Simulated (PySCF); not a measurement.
Electron correlation in Ho³⁺ (holmium, charge +3)

Starting occupation: [Xe] 4f9 6s1, 4f5/2 with m_j = +3/2, +5/2, 4f7/2 with m_j = -5/2, -3/2, -1/2, +1/2, +3/2, +5/2, +7/2, 6s1/2 with m_j = +1/2. All numbers are calculated (PySCF 2.14, X2C-1e with screened-nucleus spin-orbit coupling, Gaussian nucleus, in x2c-SVPall-2c with one added diffuse shell each of s, p, d, f type (8s11p10d4f1g, 128 functions)). Frozen: [Ar] 3d10; 36 electrons correlated; the 16 highest virtual spinors left out.

MP2 pair energies summed by pair of shells (mhartree):

```json
{"pair": "5p-5p", "energy": "-121.34", "share (%)": "15.4"}
{"pair": "4d-4d", "energy": "-111.29", "share (%)": "14.1"}
{"pair": "4d-4f", "energy": "-104.03", "share (%)": "13.2"}
{"pair": "4f-4f", "energy": "-84.95", "share (%)": "10.8"}
{"pair": "4f-5p", "energy": "-77.69", "share (%)": "9.9"}
{"pair": "4d-5p", "energy": "-73.62", "share (%)": "9.4"}
{"pair": "4d-4p", "energy": "-64.23", "share (%)": "8.2"}
{"pair": "4f-4p", "energy": "-30.81", "share (%)": "3.9"}
{"pair": "5p-5s", "energy": "-25.93", "share (%)": "3.3"}
{"pair": "5p-6s", "energy": "-20.20", "share (%)": "2.6"}
{"pair": "4p-4p", "energy": "-16.47", "share (%)": "2.1"}
{"pair": "4d-5s", "energy": "-10.30", "share (%)": "1.3"}
{"pair": "4p-5p", "energy": "-9.91", "share (%)": "1.3"}
{"pair": "4f-5s", "energy": "-6.15", "share (%)": "0.8"}
{"pair": "5s-5s", "energy": "-5.20", "share (%)": "0.7"}
{"pair": "4d-4s", "energy": "-5.16", "share (%)": "0.7"}
{"pair": "4p-4s", "energy": "-3.85", "share (%)": "0.5"}
{"pair": "4p-5s", "energy": "-3.64", "share (%)": "0.5"}
{"pair": "4f-6s", "energy": "-3.25", "share (%)": "0.4"}
{"pair": "4f-4s", "energy": "-3.22", "share (%)": "0.4"}
{"pair": "4d-6s", "energy": "-1.85", "share (%)": "0.2"}
{"pair": "5s-6s", "energy": "-1.11", "share (%)": "0.1"}
{"pair": "4s-5p", "energy": "-1.02", "share (%)": "0.1"}
{"pair": "4s-4s", "energy": "-0.98", "share (%)": "0.1"}
{"pair": "4s-5s", "energy": "-0.46", "share (%)": "0.1"}
{"pair": "4p-6s", "energy": "-0.22", "share (%)": "0.0"}
{"pair": "4s-6s", "energy": "-0.03", "share (%)": "0.0"}
```

Total MP2 correlation energy: -786.90 mhartree.

The GHF reference relaxed away from the jj start to a determinant that is no pure jj level (⟨S²⟩ = 11.76, ⟨J²⟩ = 72.02); the energies belong to that determinant.

This basis was not built for core-valence correlation, so the inner-shell part is incomplete.
